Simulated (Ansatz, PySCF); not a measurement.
This PySCF input computes a PBE0/def2-TZVPD energy:

```python
from pyscf import gto, scf, dft

mol = gto.M(
    atom='''
    C    -2.01841049   -0.14915554    0.27296694
    C    -0.77198483    0.03139212    0.05420311
    C     0.55209102    0.04112125   -0.07484739
    C     1.76745567    0.06286254   -0.20057397
    H     2.82509178    0.08267773   -0.31049218
    ''',
    basis='def2-tzvpd',
    charge=0,
    spin=1,
    verbose=4,
)

mf = dft.UKS(mol, xc='pbe0').density_fit(auxbasis='def2-universal-jkfit')
mf.grids.level = 3
mf.conv_tol = 1e-9
mf.max_cycle = 100
mf.max_memory = 1500
mf.kernel()
if not mf.converged:
    mf = mf.newton()
    mf.kernel(mf.make_rdm1())
for _ in range(2):
    mo, _, stable, _ = mf.stability(return_status=True)
    if stable:
        break
    mf.kernel(mf.make_rdm1(mo, mf.mo_occ))
mf.analyze()
```

Task: Write an input for the same energy in Ansatz (a program for electronic structure) and say what it gives.

Result: 
Ansatz 0.2 input:
```yaml
crystal:
  periodic: [false, false, false]
  atoms:
    - {symbol: C, position_ang: [-2.01841049, -0.14915554, 0.27296694]}
    - {symbol: C, position_ang: [-0.77198483, 0.03139212, 0.05420311]}
    - {symbol: C, position_ang: [0.55209102, 0.04112125, -0.07484739]}
    - {symbol: C, position_ang: [1.76745567, 0.06286254, -0.20057397]}
    - {symbol: H, position_ang: [2.82509178, 0.08267773, -0.31049218]}
basis:
  gaussian:
    orbitals: def2-TZVPD
hamiltonian:
  xc: {name: PBE0}
magnetization: {spin_polarized: true, initial_magnetization: 1}
output: {forces: true}
```
It gives -152.62959 Eh, and PySCF -152.62959 Eh, a difference of 0.00 mEh.

It need not be the lowest isomer of its formula.
